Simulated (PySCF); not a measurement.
# Computed vibrations of [Ce(OH)3(H2O)]+

[Ce(OH)3(H2O)]+ (singlet). PySCF 2.14.0, RKS PBE0, Ce lcecp-2-SVP with ECP46, O def2-SVP, H def2-SVP; non-relativistic Hamiltonian with scalar-relativistic core potentials where named; density fitting; no spin-orbit coupling. Central differences of gradients.

```xyz
10

Ce    0.0299   -0.0393    0.0320
O     1.2484    1.1510    1.1190
H     1.8918    1.5375    1.7239
O    -1.2043   -1.0962    1.2278
H    -1.6576   -1.6694    1.8565
O     1.0776   -1.2908   -1.1560
H     1.6467   -1.9498   -1.5691
O    -1.2988    1.4788   -1.3815
H    -1.3029    2.4483   -1.3403
H    -1.9219    1.2410   -2.0858
```

Run from Python with OMP_NUM_THREADS=2. Where DIIS fails, smearing, a level shift and second-order steps follow.
It took 7.2 min on 2 threads of Arm Neoverse N1, on a shared host.

Q: What are the harmonic wavenumbers and infrared intensities?

A: Negative numbers are unstable modes, those under 60 cm⁻¹ near the noise; a finer grid moves soft modes by up to 10 cm⁻¹.
```
cm⁻¹  km/mol  symmetry
 -17       –          
  68     1.7          
  78     3.0          
 115     2.8          
 148     0.0          
 151     0.1          
 326     5.3          
 352     0.5          
 401    24.5          
 432   359.0          
 437   610.2          
 482     7.5          
 486    14.8          
 521    89.0          
 531   432.1          
 694   263.6          
 695   270.5          
 730    60.5          
1652    98.0          
3797   244.3          
3873   239.3          
3922   522.9          
3923   518.3          
3932   199.2
```

Q: Is this a minimum?

A: Yes, within the noise of the softest modes.
